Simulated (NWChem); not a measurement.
# C$_{3}$H$_{5}$NOSi; SMILES C1=CO[SiH2]N=C1

```xyz
11

C      0.0376    -1.6773     0.0000
C     -1.1666    -1.0543     0.0000
O     -1.3515     0.2761     0.0000
Si    -0.0012     1.3425     0.0000
N      1.4160     0.3548     0.0000
C      1.2884    -0.9303     0.0000
H      0.0654    -2.7615     0.0000
H     -2.1047    -1.6061     0.0000
H     -0.1026     2.1936    -1.2105
H     -0.1026     2.1936     1.2105
H      2.2053    -1.5358     0.0000
```
Atoms are numbered in this order, from 1.

Results from NWChem. Coordinates come from a B3LYP/6-31G* (spherical d) optimisation.

Question: Estimate the computed values for PW6B95/def2-TZVP. Quantities: highest occupied level (eV); orbital gap (eV); dipole (D).

Answer: 
```json
{
 "highest occupied level (eV)": "-7.07",
 "orbital gap (eV)": "5.50",
 "dipole (D)": "1.90"
}
```
